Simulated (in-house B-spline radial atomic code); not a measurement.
Radial electron density of Cd16+, [Ar] 3d10 4s1 4p3. Method: Dirac-Hartree-Fock, average of configuration, Fermi nucleus of rms radius 4.6087 fm. Calculated with an all-electron radial atomic-structure program (B-spline basis).

Columns: r (bohr), 4πr²n(r) (electrons per bohr), bar.

```
 0.00129    2.119 #
 0.00155    2.916 ##
 0.00188    4.056 ##
 0.00226    5.522 ###
 0.00273     7.52 ####
  0.0033    10.16 ######
 0.00398    13.52 ########
 0.00481     17.8 ##########
  0.0058    22.99 #############
   0.007    29.15 #################
 0.00845    36.12 ####################
  0.0102    43.52 #########################
  0.0123    50.68 #############################
  0.0149    56.93 ################################
  0.0179    60.93 ###################################
  0.0216    62.28 ###################################
  0.0261    60.73 ##################################
  0.0315    57.26 ################################
   0.038    54.04 ###############################
  0.0459    53.76 ###############################
  0.0554    58.28 #################################
  0.0669    66.77 ######################################
  0.0807    75.04 ###########################################
  0.0974    77.56 ############################################
   0.118    71.23 ########################################
   0.142    60.05 ##################################
   0.171    51.96 #############################
   0.207    52.96 ##############################
    0.25    59.61 ##################################
   0.301    61.13 ###################################
   0.364    50.67 #############################
   0.439    33.01 ###################
    0.53    18.18 ##########
   0.639    11.12 ######
   0.771    8.391 #####
   0.931    5.657 ###
    1.12    2.677 ##
    1.36   0.7349 
    1.64   0.1184 
    1.98  0.00963 
    2.38 0.0003842 
    2.88 5.229e-06
```

On this grid the curve has 3 maxima, near 0.0216, 0.0974, 0.301 bohr.

The 4p1/2 radial function P(r) = rR(r), positive near the nucleus, with its small component Q(r) (sign convention: Q ≈ (P' + κP/r)/2c):

```json
{"r (bohr)": "0.000733", "P": "0.001613", "Q": "0.006466"}
{"r (bohr)": "0.00107", "P": "0.002575", "Q": "0.009115"}
{"r (bohr)": "0.00155", "P": "0.00418", "Q": "0.0127"}
{"r (bohr)": "0.00226", "P": "0.007042", "Q": "0.01766"}
{"r (bohr)": "0.0033", "P": "0.01221", "Q": "0.02432"}
{"r (bohr)": "0.00481", "P": "0.02157", "Q": "0.03292"}
{"r (bohr)": "0.007", "P": "0.03848", "Q": "0.04347"}
{"r (bohr)": "0.0102", "P": "0.06871", "Q": "0.0555"}
{"r (bohr)": "0.0149", "P": "0.121", "Q": "0.06731"}
{"r (bohr)": "0.0216", "P": "0.2026", "Q": "0.0751"}
{"r (bohr)": "0.0315", "P": "0.3184", "Q": "0.07364"}
{"r (bohr)": "0.0459", "P": "0.4429", "Q": "0.05678"}
{"r (bohr)": "0.0669", "P": "0.4964", "Q": "0.02299"}
{"r (bohr)": "0.0974", "P": "0.3413", "Q": "-0.01732"}
{"r (bohr)": "0.142", "P": "-0.1103", "Q": "-0.0412"}
{"r (bohr)": "0.207", "P": "-0.6423", "Q": "-0.02935"}
{"r (bohr)": "0.301", "P": "-0.6608", "Q": "0.005711"}
{"r (bohr)": "0.439", "P": "0.1852", "Q": "0.0265"}
{"r (bohr)": "0.639", "P": "1.171", "Q": "0.01592"}
{"r (bohr)": "0.931", "P": "1.159", "Q": "-0.001421"}
{"r (bohr)": "1.36", "P": "0.4262", "Q": "-0.003502"}
{"r (bohr)": "1.98", "P": "0.04876", "Q": "-0.0006004"}
```
